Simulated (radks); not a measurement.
All-electron atom: Lu54+ in [He] 2s2 2p5.75 3s2 3p5 4s0.25 (fractional occupations, a model configuration).

Calculated with a radial shooting solver on a logarithmic mesh with Libxc functionals: scalar-relativistic Kohn-Sham, HCTH/407, spin-polarised, spherical densities, point nucleus; open shells are filled with parallel spins first (spin-orbit coupling, left out, can overturn this in heavy ions).

Energy parts (eV):
part                      energy
total                 -313009.17
kinetic                348676.56
electron-nucleus      -692195.83
Hartree                 34885.49
exchange-correlation    -4375.38

Orbitals (lengths in bohr, moments of r in powers of bohr):
orbital  occ.  eigenvalue (eV)  <1/r>
1s up       1        -67241.40  82.21
1s down     1        -67233.32  82.22
2s up       1        -14629.56  19.41
2s down     1        -14621.14  19.41
2p up       3        -13369.55  17.74
2p down  2.75        -13358.84  17.74
3s up       1        -5734.766  7.787
3s down     1        -5723.739  7.781
3p up       3        -5356.858  7.290
3p down     2        -5345.348  7.285
4s up    0.25        -2999.856  4.086
4s down     0        -2997.553  4.095

The highest occupied level is 4s up at -2999.9 eV. Spin moment in Bohr magnetons: 1.5. Summed over all electrons, <r^2> = 0.3947 bohr^2, which gives a Langevin (diamagnetic) susceptibility term of -0.313 x 10^-6 cm^3/mol. The density falls to 0.001 e/bohr^3 at r = 0.77 bohr.
